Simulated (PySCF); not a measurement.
## Ionisation energy of P⁺ by level of theory

P⁺ [Ne] 3s2 3p2 (3P) → P²⁺ [Ne] 3s2 3p1 (2P), as a difference of total energies. Calculation: PySCF 2.14, in dyall-av2z (13s9p2d, 50 functions); the non-relativistic Hamiltonian (point nucleus). Correlated levels: valence: [Ne] frozen; virtual orbitals above 40 to 60 times the deepest correlated orbital energy dropped. The calculations carry no spin-orbit coupling.

```tsv
method	ionisation energy (eV)	plus first-order spin-orbit estimate	difference from reference of that sum (eV)
UHF	19.142	19.135	-0.634
LDA	19.798	19.792	+0.023
PBE	19.761	19.754	-0.015
PBE0	19.792	19.786	+0.017
r2SCAN	19.913	19.906	+0.137
PBEsol	19.714	19.707	-0.062
wB97X-V	19.601	19.594	-0.175
B3LYP	19.720	19.713	-0.056
PW91	19.812	19.805	+0.036
MP2 (valence)	19.476	19.469	-0.300
SCS-MP2 (valence)	19.393	19.387	-0.382
```

Reference: 19.769 eV (semi-empirical (NIST evaluation); NIST Atomic Spectra Database, ionization energies).

A first-order spin-orbit estimate (lowest level to lowest level, LS coupling) adds -0.006 eV.

Errors of the correlated levels include the incompleteness of this basis and the frozen core.
